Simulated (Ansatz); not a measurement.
Geometry optimisation, RKS r2SCAN-D4/def2-SVP in Ansatz 0.2.0.

Input:

```yaml
crystal:
  periodic: [false, false, false]
  atoms:
    - { symbol: Zr, position_ang: [-0.58267, -0.493022, -0.498254] }
    - { symbol: F, position_ang: [-0.143565, 0.778325, 2.374634] }
    - { symbol: O, position_ang: [1.303241, -0.657218, -0.269173] }
    - { symbol: H, position_ang: [2.24885, -0.50209, -0.205181] }
    - { symbol: O, position_ang: [-1.284406, 1.252647, -0.793399] }
    - { symbol: H, position_ang: [-1.489444, 2.163278, -1.020926] }
    - { symbol: Cl, position_ang: [-1.315338, -1.945269, -2.215399] }
    - { symbol: H, position_ang: [-1.369415, -1.124932, 1.062216] }
    - { symbol: H, position_ang: [-0.708454, 0.03858, 2.345682] }
basis:
  gaussian: { orbitals: def2-SVP }
hamiltonian:
  xc: r2scan
  dispersion: d4
relax:
  f_tol: 0.03
  max_steps: 50
output:
  orbitals: {}
```

Launched with:

```bash
$ ansatz run input.yaml --threads 4 --pin off --max-ram 5120MiB --backend cpu --events-out ev --progress --plain --runs-dir out
```

Question: Where does it end, and by what steps?

Answer: The forces met the threshold. The force dipped under the threshold on the way, but the program's further checks kept it going. After 30 steps the energy has fallen by 1.979 eV; H8 moved furthest, 1.97 Å. Parted: Zr1–H8 (1.86 → 4.24 Å), F2–H9 (0.93 → 2.53 Å). Joined: Zr1–F2 (3.17 → 1.91 Å), H8–H9 (1.85 → 0.76 Å).

```csv
step,energy less start (eV),largest force component (eV/Å),accepted
0,0.0000,0.333,yes
2,-0.1839,0.441,yes
4,-0.2158,1.926,no
6,-0.3910,0.696,yes
8,-0.8294,1.201,yes
10,-1.5453,0.711,yes
12,-1.7435,0.310,yes
14,-1.7867,1.318,yes
16,-1.9382,0.166,yes
18,-1.9657,0.415,yes
20,-1.9728,0.026,yes
22,-1.9746,0.018,yes
24,-1.9756,0.166,yes
26,-1.9775,0.025,yes
28,-1.9783,0.082,yes
30,-1.9791,0.013,yes
```

```xyz
9
Properties=species:S:1:pos:R:3
Zr -0.090 0.162 -0.326
F -0.348 0.275 1.567
O 1.778 -0.027 -0.667
H 2.707 -0.042 -0.907
O -0.773 1.757 -1.121
H -1.022 2.567 -1.571
Cl -1.250 -1.719 -1.204
H -2.405 -2.030 2.472
H -1.939 -1.434 2.536
```

Whether the end is a true minimum wasn't checked by a vibrational analysis.

Time of the run: 92 s on 4 threads of Arm Neoverse V1, on a shared host, peak memory 0.2 GiB.
